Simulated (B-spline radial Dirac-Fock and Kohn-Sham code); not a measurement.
# Anomalous scattering factors of Gd, 765.4 eV to 6 keV

These are calculated numbers from an atomic code on a B-spline grid; the model is the dispersion relation over Dirac-Hartree-Slater subshell photoionisation cross sections, with the Kissel-Pratt high-energy constant (isolated atom, no bound-bound lines or fine structure). The forward scattering factor is f₀ + f′ + i f″.

Edges near this range: L3 7243.0 eV, M1 1881.0 eV, M2 1688.0 eV, M3 1544.0 eV, M4 1221.9 eV, M5 1189.6 eV.

| hν (eV) | λ (Å) | f′ (e) | f″ (e) | tabulated f′ | tabulated f″ |
| --- | --- | --- | --- | --- | --- |
| 765.4 | 16.20 | -29.631 | 10.098 | – | 9.72 |
| 790.5 | 15.68 | -29.691 | 9.892 | – | 9.53 |
| 981.7 | 12.63 | -31.902 | 8.464 | – | 8.27 |
| 1000 | 12.40 | -32.348 | 8.341 | -32.40 | 8.16 |
| 1253.6 | 9.890 | -44.380 | 34.375 | -43.48 | 35.74 |
| 1486.9 | 8.338 | -23.546 | 28.132 | -24.40 | 27.85 |
| 2000 | 6.199 | -10.884 | 24.807 | -10.91 | 23.96 |
| 2183 | 5.680 | -8.545 | 22.162 | -8.52 | 21.52 |
| 2471 | 5.018 | ? | ? | ? | ? |
| 2509 | 4.942 | -6.255 | 18.391 | -6.27 | 17.98 |
| 2833 | 4.376 | -5.118 | 15.534 | -5.06 | 15.21 |
| 2984.4 | 4.154 | -4.802 | 14.430 | -4.79 | 14.17 |
| 4000 | 3.100 | -4.273 | 9.406 | -4.25 | 8.94 |
| 4436 | 2.795 | -4.462 | 8.048 | -4.45 | 7.62 |
| 4510.9 | 2.749 | -4.508 | 7.845 | -4.49 | 7.43 |
| 5414.7 | 2.290 | -5.344 | 5.922 | -5.34 | 5.62 |
| 6000 | 2.066 | -6.218 | 5.043 | -6.22 | 4.79 |

Q: What are f′ and f″ at 2471 eV?

A: f′ = -6.447 and f″ = 18.779 electrons (tables: -6.47 and 18.35). By the optical theorem f″ corresponds to a photoabsorption cross section 2 rₑ λ f″ = 531000 b.

Tabulated f′: xraylib 4.2 anomalous scattering factors (Cullen et al., EPDL97); f″: Chantler's tables (J. Phys. Chem. Ref. Data 1995 and 2000). Both are theoretical tables.
